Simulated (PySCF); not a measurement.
Isomers of CH6OSi. Gas-phase values, no solvent. One relaxed conformer stands for each flexible species; it need not be the lowest. Strings in code marks are SMILES.

The S1 excitation (TDA) from two functionals at the same geometries (PBE0-D3(BJ)/def2-TZVP), both in PySCF: PBE-D3(BJ)/def2-TZVP and PBE0-D3(BJ)/def2-TZVP. Excitations are Tamm–Dancoff values on a coarser integration grid. The basis has no diffuse functions, so Rydberg states are missing or too high.

```json
[
 {"species": "`CO[SiH3]`", "PBE-D3(BJ)/def2-TZVP (eV)": "6.18", "PBE0-D3(BJ)/def2-TZVP (eV)": "6.94"},
 {"species": "`O[SiH2]C` (C–Si–O–H torsion 69°)", "PBE-D3(BJ)/def2-TZVP (eV)": "6.67", "PBE0-D3(BJ)/def2-TZVP (eV)": "7.35"},
 {"species": "`[SiH3]CO` (H–O–C–Si torsion 59°)", "PBE-D3(BJ)/def2-TZVP (eV)": "5.77", "PBE0-D3(BJ)/def2-TZVP (eV)": "6.55"}
]
```

Over these rows, drawn at random from the members with no instability flagged (it was tested for open shells, ions and some series alone), PBE minus PBE0-D3(BJ): mean -0.74 eV, from -0.78 eV to -0.68 eV.
